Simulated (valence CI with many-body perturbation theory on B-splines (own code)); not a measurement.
Ag XL: fill in the table

Method: valence CI with perturbative core correlation (CI+MBPT): six valence electrons over a frozen Dirac-Fock core [He], a basis of 9 s, 9 p, 8 d, 6 f, 3 g, 1 h functions for each j, with the one-electron correlation potential Σ1, the two-electron term Σ2, the three-electron term Σ3, Breit, model QED; selected CI, second order for the rest, scaled by the run's own slope (own B-spline code, finite nucleus).

No measured spectrum was set against this ion. As an estimate, large intervals hold to a few tenths of a per cent, small ones and those within an open d or f shell to about a per cent. Among the levels kept, up to 2200 cm⁻¹ of a level comes from second order outside the variational space, and about a tenth of that is noise between levels of different J, which matters for small intervals.

| Level | E (× 10³ cm⁻¹) |
| --- | --- |
| (2s^2 2p1/2^2 2p3/2^2) J=2 | 0.00 |
| (2s^2 2p1/2^2 2p3/2^2) J=0 | 248.26 |
| (2s^2 2p1/2 2p3/2^3) J=1 | 1439.8 |
| (2s^2 2p1/2 2p3/2^3) J=2 | ? |
| (2s^2 2p3/2^4) J=0 | 3094.6 |
| (2s 2p1/2^2 2p3/2^3) J=2 | 3190.3 |
| (2s 2p1/2^2 2p3/2^3) J=1 | ? |
| (2s 2p1/2 2p3/2^4) J=0 | ? |
| (2s 2p1/2 2p3/2^4) J=1 | ? |
| (2p1/2^2 2p3/2^4) J=0 | 6963.5 |
| (2s^2 2p1/2^2 2p3/2 3s) J=2 | 26534 |
| (2s^2 2p1/2^2 2p3/2 3s) J=1 | 26582 |
| (2s^2 2p1/2^2 2p3/2 3p1/2) J=1 | 27043 |
| (2s^2 2p1/2^2 2p3/2 3p1/2) J=2 | 27057 |
| (2s^2 2p1/2^2 2p3/2 3p3/2) J=3 | 27458 |
| (2s^2 2p1/2^2 2p3/2 3p3/2) J=1 | ? |
| (2s^2 2p1/2^2 2p3/2 3p3/2) J=2 | 27581 |
| (2s^2 2p1/2^2 2p3/2 3p3/2) J=0 | 27696 |
| (2s^2 2p1/2 2p3/2^2 3s) J=2 [a] | 27881 |
| (2s^2 2p1/2 2p3/2^2 3s) J=1 [a] | ? |

Levels are named by their leading jj configuration (3d3/2^4 stands for four electrons in 3d with j = 3/2), which in mixed levels can hold well under half, so a name can repeat and another be missing. Letters in brackets count levels of one name in rising energy.

**Question.** The levels stand in rising order. What does the calculation give for the missing energies?

**Answer.** (2s^2 2p1/2 2p3/2^3) J=2 1562.5; (2s 2p1/2^2 2p3/2^3) J=1 3531.0; (2s 2p1/2 2p3/2^4) J=0 4683.7; (2s 2p1/2 2p3/2^4) J=1 4928.2; (2s^2 2p1/2^2 2p3/2 3p3/2) J=1 27460; (2s^2 2p1/2 2p3/2^2 3s) J=1 [a] 27935.
